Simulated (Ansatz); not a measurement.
Consider the redistribution: `[OH][Sn][O][SiH3]` + `FC(F)[SiH3]` → `[F][Sn][O][SiH3]` + `OC(F)[SiH3]`.

Calculated with Ansatz (gas phase, PBE0-D4/def2-TZVP geometries, no zero-point term in ΔE). CCSD(T)/CBS adds triple-zeta CCSD(T) − MP2 to the extrapolated MP2 energy (def2 sets, frozen cores). DFT in def2-TZVPP. HSE06 is defined as in plane-wave codes. def2 core potentials past Kr. For Sn outer-core shells are correlated without core-valence functions, which leaves a few kJ/mol of doubt a bond. Each species was taken in one conformer, which may not be the lowest.

`[OH][Sn][O][SiH3]`:

Z-matrix (Å, degrees):
```
Si
O 1 1.628
H 1 1.488 2 110.6
H 1 1.488 2 110.7 3 -120.9
H 1 1.497 2 111.3 3 119.6
Sn 2 1.989 1 141.7 3 -121.2
O 6 1.971 2 97.6 1 -0.0
H 7 0.963 6 116.4 2 0.2
```

`FC(F)[SiH3]`:

Z-matrix (Å, degrees):
```
C
F 1 1.366
Si 1 1.920 2 110.1
F 1 1.366 2 107.4 3 119.9
H 1 1.097 2 107.2 3 -125.2
H 3 1.484 1 108.1 2 179.5
H 3 1.484 1 108.1 2 -61.3
H 3 1.481 1 108.3 2 59.1
```

`[F][Sn][O][SiH3]`:

```xyz
7

F     1.234   -1.417    1.827
Sn    0.485   -2.414    0.335
O    -0.242   -0.845   -0.589
Si   -0.340    0.785   -0.422
H    -1.073    1.153    0.819
H     1.013    1.401   -0.379
H    -1.077    1.336   -1.591
```

`OC(F)[SiH3]`:

Cartesian coordinates in Å:
```
O 0.606 0.387 1.462
C -0.231 0.568 0.383
F -1.564 0.455 0.787
Si 0.133 -0.787 -0.917
H 0.536 1.143 2.055
H -0.146 1.582 -0.032
H -0.010 -2.116 -0.278
H -0.838 -0.635 -2.030
H 1.514 -0.598 -1.430
```

**Question.** Is it downhill or uphill in electronic energy at CCSD(T)/CBS, and by how much? (Estimate.)

**Answer.** The calculation gave: Downhill: ΔE = -11.1 kcal/mol.

**Question.** What do these levels give: B97M-V, PBE0-D4, ωB97M-V, HSE06, HF/def2-TZVPP, CCSD(T)/def2-TZVPP? (An estimate is asked.)

**Answer.** The calculation gave: B97M-V -11.2, PBE0-D4 -11.0, ωB97M-V -11.2, HSE06 -11.1, HF/def2-TZVPP -11.7, CCSD(T)/def2-TZVPP -10.3 kcal/mol.

Largest T1 diagnostic among the species: 0.016.

Leaving LDA and LC-ωPBE aside and taking each functional with its dispersion term where it has one, the values, not all of them listed here, spread over 0.7 kcal/mol, from ωB97X-V to r2SCAN-D4. LDA lies +0.9 kcal/mol from PBE without D4. In def2-TZVPP, CCSD(T) changes the Hartree–Fock value by +1.5 kcal/mol (the triples alone add +0.3 kcal/mol) and MP2 by +1.2 kcal/mol. At CCSD(T), def2-SVP lies −1.2 kcal/mol from the extrapolated value and def2-TZVPP +0.8 kcal/mol.
